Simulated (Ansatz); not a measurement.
Start from `C=N[SiH](F)CCl` and change one atom or group to get `O[SiH](F)CCl`.

Ansatz, PBE0-D4/def2-TZVP geometries, multiplicity 1. Each molecule was computed in one conformer, which needn't be the lowest.

```json
{"property": "LUMO energy (PBE0/def2-TZVPP) / eV", "`C=N[SiH](F)CCl`": "-1.43"}
{"property": "HOMO energy (ωB97M-V/def2-TZVPP) / eV", "`C=N[SiH](F)CCl`": "-9.99"}
{"property": "HOMO–LUMO gap (ωB97M-V/def2-TZVPP) / eV", "`C=N[SiH](F)CCl`": "10.78"}
{"property": "HOMO energy (PBE0/def2-TZVPP) / eV", "`C=N[SiH](F)CCl`": "-7.63"}
{"property": "HOMO–LUMO gap (B3LYP/def2-TZVPP) / eV", "`C=N[SiH](F)CCl`": "5.74"}
{"property": "size of the dipole moment (ωB97M-V/def2-TZVPP) / D", "`C=N[SiH](F)CCl`": "2.73"}
```

(1) What does the change do to each property? (Best estimate.)

Answers

(1) Ansatz gave: 
```json
{"property": "LUMO energy (PBE0/def2-TZVPP) / eV", "`O[SiH](F)CCl`": "-0.13", "shift": "1.30"}
{"property": "HOMO energy (ωB97M-V/def2-TZVPP) / eV", "`O[SiH](F)CCl`": "-10.68", "shift": "-0.69"}
{"property": "HOMO–LUMO gap (ωB97M-V/def2-TZVPP) / eV", "`O[SiH](F)CCl`": "12.51", "shift": "1.73"}
{"property": "HOMO energy (PBE0/def2-TZVPP) / eV", "`O[SiH](F)CCl`": "-8.43", "shift": "-0.80"}
{"property": "HOMO–LUMO gap (B3LYP/def2-TZVPP) / eV", "`O[SiH](F)CCl`": "7.81", "shift": "2.07"}
{"property": "size of the dipole moment (ωB97M-V/def2-TZVPP) / D", "`O[SiH](F)CCl`": "1.69", "shift": "-1.04"}
```

With PBE0 the HOMO falls by 0.80 eV and the LUMO rises by 1.30 eV, so the gap widens by about 2.10 eV. PBE moves the HOMO by -0.85 eV and ωB97M-V by -0.69 eV. Dipoles are sizes alone; their direction can turn.

B3LYP here is the variant with VWN-RPA as its local correlation; programs differ in this.
